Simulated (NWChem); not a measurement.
CH5O2Sb; SMILES [CH3][Sb]([OH])[OH]

```xyz
9

Sb    -0.0839     0.0650     0.3829
C      1.7167    -0.8151    -0.4736
H      2.0905    -1.6475     0.1539
H      2.5017    -0.0400    -0.5677
H      1.4336    -1.2072    -1.4704
O     -1.1803    -1.1876    -0.7738
H     -2.1215    -1.0883    -0.5296
O     -0.0900     1.7018    -0.7997
H      0.2351     1.4457    -1.6868
```
Atoms are numbered in this order, from 1.

Program: NWChem. Medium grid unless said otherwise, to which SCAN and Minnesota functionals are sensitive. Coordinates come from a PBE-D3(BJ)/def2-SVP optimisation. def2 effective core potentials on Sb; no spin-orbit coupling. Total energies of different functionals are on different scales.

```tsv
level	energy (Ha)	highest occupied level (eV)	orbital gap (eV)	dipole (D)
B3LYP/def2-SVP	-431.7583	-7.01	6.33	1.32
PBE/def2-SVP	-431.4600	…	4.81	1.12
PW91/def2-SVP	-431.7052	-6.07	4.80	1.14
M06-L/def2-SVP	-431.8233	-6.19	5.28	1.39
N12/def2-SVP	-432.2291	-5.87	4.84	1.29
B97-2/def2-SVP	-431.8694	-7.02	6.52	1.36
Hartree-Fock/def2-SVP	-429.6095	-9.83	12.40	1.73
```

Q: Complete the blanks.

A: 
- PBE/def2-SVP, highest occupied level (eV): -6.01
